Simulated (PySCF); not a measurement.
Species: C5H5BBrF2N.
Atom-mapped SMILES: `[CH3:1][n:2]1[c:3]([Br:4])[cH:5][cH:6][c:7]1[B:8]([F:9])[F:10]` (hydrogens: H11, H12, H13 on C1; H14 on C5; H15 on C6)

The calculation used PySCF, PBE0-D3(BJ)/def2-SVP geometry optimisation, gas phase.

(1) Give the optimised bond lengths and angles.

## Answers

(1) 
```
                  bond  length (bohr)     order
                 C1–N2          2.731    single
                 N2–C3          2.565  aromatic
                C3–Br4          3.514    single
                 C3–C5          2.621  aromatic
                 C5–C6          2.653  aromatic
                 C6–C7          2.639  aromatic
                 C7–B8          2.884    single
         B8–F9, B8–F10          2.509    single
                 N2–C7          2.623  aromatic
C1–H11, C1–H12, C1–H13          2.074    single
                C5–H14          2.054    single
                C6–H15          2.057    single
```

Bonds in one row agree within 0.02 bohr and their mean is given. Orders are formal, as drawn. A selection of angles:
```
     angle  degrees
 N2–C1–H11    110.1
 N2–C1–H12    110.9
H11–C1–H12    108.5
H11–C1–H13    109.3
  C1–N2–C3    125.0
  C1–N2–C7    126.6
  C3–N2–C7    108.4
 N2–C3–Br4    121.7
  N2–C3–C5    110.3
 Br4–C3–C5    128.0
  C3–C5–C6    105.7
 C3–C5–H14    125.7
 C6–C5–H14    128.6
  C5–C6–C7    108.7
 C5–C6–H15    126.8
 C7–C6–H15    124.6
  C6–C7–B8    125.5
  N2–C7–C6    107.0
  N2–C7–B8    127.5
  C7–B8–F9    124.1
 C7–B8–F10    119.8
 F9–B8–F10    116.1
```

Dihedral angles: C6–C7–B8–F9 180° (antiperiplanar). The mirror-image conformer, all signs reversed, is as good.

Of the pairs four or more bonds apart, F9···H13 is among the closest relative to their van der Waals radii: 2.21 Å, 83 % of the sum of Bondi's values. The 10 heavy atoms lie in one plane (0.007 Å rms). N2 (pyrrole-type nitrogen) is planar (angles 126.6°, 125.0° and 108.4°, sum 360.0°, 0.01 Å off the plane of its three neighbours). The 3 C–N bonds span 1.357 Å (N2–C3, aromatic) to 1.445 Å (C1–N2, drawn single), a spread of 0.088 Å. The 5-membered ring N2–C3–C5–C6–C7 has internal angles of 105.7° to 110.3° (sum 540°, against 540° for a flat polygon); it is planar, 0.00 Å rms from its mean plane, widest ring torsion 0°. B8 (three-coordinate boron) is planar (angles 124.1°, 119.8° and 116.1°, sum 360.0°, 0.00 Å off the plane of its three neighbours).

PBE0-D3(BJ)/def2-SVP frequencies: not computed here.
